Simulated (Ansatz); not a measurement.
`F[SiH2][SnH]1[CH2][S]1`, relaxed with RKS PBE-D4/def2-SVP in the Gaussian-basis code of Ansatz from a rough embedded geometry. The force threshold is 0.03 eV/Å; the program also tests the step.

The species carries charge 0 and has multiplicity 1. Sn: def2 effective core potential.

Start:

```xyz
10

F    -2.006    1.594   -0.190
Si   -0.430    1.875   -0.430
Sn    0.790   -0.297   -0.382
C    -0.173   -1.973    0.455
S     0.615   -1.286    1.901
H    -0.243    2.513   -1.735
H     0.102    2.726    0.634
H     2.535   -0.443   -0.834
H    -1.332   -1.787    0.457
H     0.142   -2.922    0.123
```

Task: How much energy does the relaxation release, and in how many steps? (An estimate is asked.)

Result: Ansatz gave: 0.34 eV, in 6 steps, 1 of them rejected.

Task: Which bonds change most? (Best estimate.)

Result: Ansatz gave: Sn3–H8 from 1.809 to 1.726 Å; Si2–Sn3 from 2.492 to 2.569 Å; C4–H9 from 1.173 to 1.105 Å; Sn3–C4 from 2.106 to 2.171 Å.

Task: Give the relaxed structure. (An estimate is asked.)

Result: Computed: 
```xyz
10

F    -1.972    1.567   -0.216
Si   -0.387    1.948   -0.420
Sn    0.849   -0.303   -0.361
C    -0.213   -2.007    0.466
S     0.579   -1.201    1.920
H    -0.220    2.636   -1.747
H     0.040    2.854    0.697
H     2.453   -0.551   -0.945
H    -1.315   -1.946    0.422
H     0.187   -2.998    0.184
```
